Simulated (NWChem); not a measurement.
SiH$_{4}$Te; SMILES [TeH][SiH3]

Results from NWChem. Coordinates come from a PBE0/def2-SVP optimisation. def2 effective core potentials on Te; no spin-orbit coupling.

For level B3LYP/def2-SVP:

highest occupied level (eV): -6.20
orbital gap (eV): 5.42

What are these values for level revPBE/def2-SVP?


| Quantity | Result |
|---|---|
| highest occupied level (eV) | -5.36 |
| orbital gap (eV) | 4.01 |
